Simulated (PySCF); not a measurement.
**How methods differ on the ionisation energy of Ba**

Ba [Xe] 6s2 (1S) → Ba⁺ [Xe] 6s1 (2S), as a difference of total energies. Calculation: PySCF 2.14, in aug-cc-pVDZ-X2C; the spin-free X2C one-electron Hamiltonian (Gaussian nucleus). Correlated levels: valence: [Xe] frozen. The calculations carry no spin-orbit coupling.

Question: Order these methods by the ionisation energy they give, lowest first.
A. MP2 (valence)
B. UHF
C. CCSD (valence)
D. SCS-MP2 (valence)

Answer: B (4.278 eV), A (4.685 eV), D (4.767 eV), C (4.915 eV).

Errors of the correlated levels include the incompleteness of this basis and the frozen core.

With two correlated electrons CCSD is exact in that space.

For comparison: 5.212 eV (measured; NIST Atomic Spectra Database, ionization energies).
